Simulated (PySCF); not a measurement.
Compound: C4H13GeN.
Atom-mapped SMILES: `[CH3:1][CH:2]([CH3:3])[CH2:4][NH:5][GeH3:6]` (hydrogens: H7, H8, H9 on C1; H10 on C2; H11, H12, H13 on C3; H14, H15 on C4; H16 on N5; H17, H18, H19 on Ge6)

Geometry (GFN2-xTB, Å), atoms numbered from 1 in this order:
```xyz
19
C4H13GeN angstrom
C     -0.744    1.309   -0.428
C     -1.034   -0.158   -0.135
C     -2.265   -0.283    0.761
C      0.167   -0.844    0.537
N      1.328   -1.039   -0.306
Ge     2.711    0.101   -0.482
H     -1.594    1.777   -0.920
H      0.123    1.410   -1.078
H     -0.545    1.844    0.499
H     -1.235   -0.676   -1.081
H     -2.083    0.201    1.719
H     -2.508   -1.327    0.944
H     -3.124    0.192    0.293
H     -0.157   -1.825    0.908
H      0.483   -0.249    1.399
H      1.101   -1.603   -1.113
H      3.848   -0.729   -0.985
H      2.544    1.271   -1.428
H      2.975    0.637    0.887
```

Vertical excitations from PySCF (density fitting, frozen core in the response, grid level 2 and gas phase unless stated; continuum runs use non-equilibrium linear response for the excitations) on a GFN2-xTB geometry. Reference run:

| settings | S1, eV (f) | S2, eV (f) | S3, eV (f) | S4, eV (f) | S5, eV (f) | S6, eV (f) | T1, eV (Tamm–Dancoff) | mean α (au) |
| --- | --- | --- | --- | --- | --- | --- | --- | --- |
| PBE0/def2-SVPD, full TDDFT, 6 singlets | 5.58 (0.003) | 6.13 (0.032) | 6.45 (0.004) | 6.62 (0.009) | 6.92 (0.002) | 7.08 (0.026) | 5.27 | 88.0 |

Task: What do these settings give: X3LYP/6-31G, full TDDFT, 1 singlet?

Result: 
| settings | S1, eV (f) | S2, eV (f) | S3, eV (f) | S4, eV (f) | S5, eV (f) | S6, eV (f) | T1, eV (Tamm–Dancoff) | mean α (au) |
| --- | --- | --- | --- | --- | --- | --- | --- | --- |
| X3LYP/6-31G, full TDDFT, 1 singlet | 5.45 (0.014) | – | – | – | – | – | 4.99 | 71.6 |

S1 moves by -0.13 eV; functional and basis change together, so the shift can't be laid on one. States are counted by energy in each run and needn't keep their character from row to row.

Task: Which orbital pairs make up S1 in each run, and how does it sit against the orbital gap?

Result: 
```csv
settings,S1 configurations (weight),S1 (eV),orbital gap (eV),S1 − gap (eV)
"PBE0/def2-SVPD, full TDDFT, 6 singlets",H→L 0.91,5.58,6.89,-1.31
"X3LYP/6-31G, full TDDFT, 1 singlet",H→L 0.99,5.45,6.64,-1.19
```

 Relativistic effects, spin–orbit coupling among them, are left out although an element past zinc is present.

One conformer stands for the species.
